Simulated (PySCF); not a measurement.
## Dipole moment and polarisability of `CCO[C@@H](C)[C@@H](F)Cl`

Species: C5H10ClFO.
Structure used (GFN2-xTB), in Å, numbered top down from 1:
```
atom  x, y, z in Å
C1    -2.7340    0.2261   -0.2097
C2    -1.3822    0.3970    0.4647
O3    -0.3919   -0.1276   -0.4054
C4     0.8727   -0.3779    0.1524
C5     1.5965   -1.3257   -0.7983
C6     1.6463    0.9430    0.3209
F7     1.1326    1.6699    1.3526
Cl8    3.3648    0.6741    0.6856
H9    -2.7306    0.7326   -1.1705
H10   -3.5141    0.6503    0.4156
H11   -2.9397   -0.8275   -0.3763
H12   -1.3575   -0.1437    1.4215
H13   -1.1957    1.4594    0.6669
H14    0.7689   -0.8356    1.1504
H15    1.7567   -0.8338   -1.7538
H16    2.5499   -1.6384   -0.3861
H17    0.9701   -2.1978   -0.9608
H18    1.5785    1.5619   -0.5811
```

Level: PBE0/def2-SVPD (PySCF), static field, nuclei fixed, core orbitals frozen in the response. The polarisability tensor in these axes (au):

```
x   100.77  -1.14   2.46
y    -1.14  74.21   4.08
z     2.46   4.08  72.37
```

Task: What are the eigenvalues, a third of the trace, and Δα (Δα² = ½Σ(αi − αj)² over the three pairs)?

Result: Principal values 68.89, 77.46 and 101.00 au; mean 82.45 au = 12.22 Å³ = 13.59 × 10⁻⁴⁰ C²·m²/J; Δα = 28.80 au (35 % of the mean).

Task: What is the dipole moment, and where does it point?

Result: (-1.24, -0.74, -0.46) D, 1.51 D in size, pointing from the negative to the positive side. Measured along this direction, the outermost atoms are Cl8 at the negative end and H11 at the positive end.

Task: In TDDFT the mean static polarisability is Σ f/ω² over all singlet excitations (ω in hartree). How much of it do the 6 lowest give? Their energies (eV) and oscillator strengths: 6.99, 0.0360; 7.47, 0.0091; 7.75, 0.0113; 7.81, 0.0306; 7.91, 0.0057; 7.97, 0.0047.

Result: They add up to 1.30 au, 1.6 % of the 82.45 au; the largest single term is 0.55 au, from the state at 6.99 eV. Terms in order: 0.55, 0.12, 0.14, 0.37, 0.07, 0.06 au. Higher excitations give the rest. The strengths listed sum to 0.097.

Task: In a dilute gas of rigid molecules at 298 K, how does the orientational term μ²/3kT compare with the electronic polarisability?

Result: In Gaussian units μ²/3kT = 18.53 Å³ against 12.22 Å³, a ratio of 1.52; the Debye molar polarisation (4π/3)N_A(α + μ²/3kT) is 77.6 cm³/mol, leaving out the vibrational part.

Task: What molar refraction does this α imply?

Result: Lorentz–Lorenz: R = (4π/3)N_A α = 2.5225 cm³/(mol·Å³) × 12.22 Å³ = 30.8 cm³/mol, in the limit of long wavelengths.

Task: What depolarisation ratio follows for Rayleigh scattering of linearly polarised light, taking the static tensor?

Result: ρ = 3Δα²/(45ᾱ² + 4Δα²) = 2488.4/(305890 + 3317.9) = 0.00805.

Task: Refractivity n − 1 of an ideal gas of it at 400 K and 1 atm, from the electronic α?

Result: N = p/kT = 1.8347 × 10¹⁹ cm⁻³, so n − 1 = 2π × N × 12.22 × 10⁻²⁴ cm³ = 1408 × 10⁻⁶ at long wavelengths, for an ideal gas.

The structure is a single GFN2-xTB conformer in the gas phase; no vibrational or solvent corrections.
